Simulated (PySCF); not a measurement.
A structure optimised at PBE0-D3(BJ)/def2-TZVP, used in a PySCF frequency run:

```
W
O 1 1.6768
O 1 1.6768 2 104.18
```

Question: Write its SMILES, formula and point group.

Answer: [O]=[W]=[O], O2W, C2v

Question: What are its rotational constants (standard atomic weights)?

Answer: 17.470, 9.0244, 5.9505 GHz
